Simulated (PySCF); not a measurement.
Species: C9H9 (charge +1).
Bonds: C1–C2 (double), C2–C3, C3–C4 (aromatic), C4–C5 (aromatic), C5–C6 (aromatic), C6–C7 (aromatic), C7–C8 (aromatic), C8–C9 (aromatic), C3–C9 (aromatic). Hydrogens: H10, H11 on C1; H12 on C2; H13 on C4; H14 on C5; H15 on C6; H16 on C7; H17 on C8; H18 on C9.

Theory: PySCF, B3LYP/def2-SV(P) geometry optimisation, gas phase.

(1) List the bond lengths, angles and torsions at this level.

## Answers

(1) 
```tsv
bond	length (Å)	order
C1=C2	1.348	double
C2–C3	1.468	single
C3–C4	1.420	aromatic
C4–C5	1.392	aromatic
C5–C6	1.408	aromatic
C6–C7	1.391	aromatic
C7–C8	1.409	aromatic
C8–C9	1.391	aromatic
C3–C9	1.419	aromatic
C1–H10	1.096	single
C1–H11	1.096	single
C2–H12	1.095	single
C4–H13	1.095	single
C5–H14	1.096	single
C6–H15	1.095	single
C7–H16	1.095	single
C8–H17	1.096	single
C9–H18	1.093	single
```

Orders are formal, as drawn. A selection of angles:
```tsv
angle	degrees
C1–C2–C3	127.3
C2–C3–C4	115.7
C2–C3–C9	120.2
C4–C3–C9	124.1
C3–C4–C5	130.6
C4–C5–C6	129.7
C5–C6–C7	127.6
C6–C7–C8	127.7
C7–C8–C9	129.9
C3–C9–C8	130.4
```

Torsions: C1–C2–C3–C4 180° (antiperiplanar).

C1 (terminal =CH2 carbon) is planar (angles 124.2°, 119.7° and 116.1°, sum 360.0°, 0.00 Å off the plane of its three neighbours). C9 (aromatic CH carbon) is planar (angles 130.4°, 115.5° and 114.1°, sum 360.0°, 0.00 Å off the plane of its three neighbours). The 9 heavy atoms lie in one plane (0.002 Å rms). C6 (aromatic CH carbon) is planar (angles 127.6°, 116.4° and 115.9°, sum 360.0°, 0.00 Å off the plane of its three neighbours). Of the pairs four or more bonds apart, H11···H18 is among the closest relative to their van der Waals radii: 2.04 Å, 85 % of the sum of Bondi's values. The 9 C–C bonds span 1.348 Å (C1=C2, drawn double) to 1.468 Å (C2–C3, drawn single), a spread of 0.120 Å. C5 (aromatic CH carbon) is planar (angles 129.7°, 115.3° and 115.0°, sum 360.0°, 0.00 Å off the plane of its three neighbours).

Point group: Cs (every atom within 0.08 Å of its image). B3LYP/def2-SV(P) frequencies: not computed here. Geometry: B3LYP/def2-SV(P), one conformer, isolated ion.
